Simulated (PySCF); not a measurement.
One of the candidates below gave these computed data.

All candidates are C7H11PS.

| technique | computed result |
| --- | --- |
| Dipole | 1.89 D [PBE0/pcSseg-1] |
| NMR, other nuclei | isotropic shieldings of nuclei other than C and H, by class: 410 (1 P), 479 (1 S) ppm [GIAO PBE0/pcSseg-1] |
| Rotational structure | rotational constants A, B, C: 2.664, 0.580, 0.545 GHz [GFN2-xTB] |
| 1H NMR | chemical shifts (computed TMS as zero) by class: 2.72 (4 H), 2.23 (4 H), 2.11 (3 H) ppm [GIAO PBE0/pcSseg-1] |
| 13C NMR | chemical shifts (computed TMS as zero) by class: 109.6 (1 C), 85.5 (1 C), 35.4 (2 C), 34.8 (2 C), 6.1 (1 C) ppm [GIAO PBE0/pcSseg-1] |

Electronic properties: PySCF, gas phase, density fitting. Levels stand in brackets. Geometry: GFN2-xTB, one conformer, isolated molecule. Each NMR value is the plain mean over a class of atoms that symmetry, rotation or inversion makes alike.

Task: Which candidate is it?
A. `C#CC[P@](=S)(C=C)CC`
B. `CC#CP1CCSCC1`
C. `C=C[C@@H]1C[P@@H](=S)[C@@H]1C=C`
D. `CC(C)(C)c1pccs1`

Result: B. It is `CC#CP1CCSCC1`. Numbering: `[CH3:1][C:2]#[C:3][P:4]1[CH2:5][CH2:6][S:7][CH2:8][CH2:9]1`. 7 carbons fall into 5 classes; from least to most shielded: alkyne carbon [C2] (109.6 ppm), alkyne carbon [C3] (85.5 ppm), ring sp3 carbon bound to phosphorus [C5/C9] (35.4 ppm, 2 C), ring sp3 carbon bound to sulfur [C6/C8] (34.8 ppm, 2 C), propargylic carbon [C1] (6.1 ppm). Hydrogen classes from least to most shielded: 4 H on 2 like atoms (sp3 carbon bound to sulfur), C6/C8 (2.72 ppm), 4 H on 2 like atoms (sp3 carbon bound to phosphorus), C5/C9 (2.23 ppm), 3 H on a propargylic carbon, C1 (2.11 ppm). The other shieldings belong to: 410 ppm, phosphine phosphorus [P4]; 479 ppm, sulfide sulfur [S7]. By its constants the optimised geometry is an asymmetric top.

The others, at the same levels:
- `C#CC[P@](=S)(C=C)CC` fails: it has 7 carbon classes against 5; its computed 13C shifts are 147.4 (1 C), 137.1 (1 C), 82.9 (1 C), 80.0 (1 C), 31.4 (1 C), 29.1 (1 C), 7.4 (1 C) ppm, 1H shifts are 7.07 (1 H), 6.96 (1 H), 6.79 (1 H), 2.86 (1 H), 2.86 (1 H), 2.61 (1 H), 1.72 (1 H), 1.44 (1 H), 1.14 (3 H) ppm and rotational constant A is 1.419 GHz (against 2.664 GHz).
- `CC(C)(C)c1pccs1` fails: its computed 13C shifts are 216.8 (1 C), 148.2 (1 C), 143.8 (1 C), 40.3 (1 C), 37.7 (3 C) ppm, 1H shifts are 8.07 (1 H), 7.89 (1 H), 1.61 (9 H) ppm and rotational constant A is 1.947 GHz (against 2.664 GHz).
- `C=C[C@@H]1C[P@@H](=S)[C@@H]1C=C` fails: it has 7 carbon classes against 5; its computed 13C shifts are 148.8 (1 C), 143.9 (1 C), 124.6 (1 C), 122.4 (1 C), 64.7 (1 C), 44.9 (1 C), 41.6 (1 C) ppm, 1H shifts are 7.62 (1 H), 6.12 (1 H), 6.08 (1 H), 5.86 (1 H), 5.48 (1 H), 5.36 (1 H), 5.36 (1 H), 3.73 (1 H), 2.88 (1 H), 2.66 (1 H), 2.35 (1 H) ppm and rotational constant A is 1.953 GHz (against 2.664 GHz).

Each candidate is one conformer, not necessarily the lowest. The conformers computed, where there is a choice (atom-mapped SMILES and torsion angles):
- `[CH:1]#[C:2][CH2:3][P@:4](=[S:5])([CH:6]=[CH2:7])[CH2:8][CH3:9]`: C2–C3–P4–S5 179°, C3–P4–C6–C7 128°, C3–P4–C8–C9 177°
- `[CH3:1][C:2]([CH3:3])([CH3:4])[c:5]1[p:6][cH:7][cH:8][s:9]1`: C1–C2–C5–P6 -1°
- `[CH2:1]=[CH:2][C@@H:3]1[CH2:4][P@@H:5](=[S:6])[C@@H:7]1[CH:8]=[CH2:9]`: C1–C2–C3–C4 -127°, P5–C7–C8–C9 23°

The conformers of `CC#CP1CCSCC1` aren't listed.
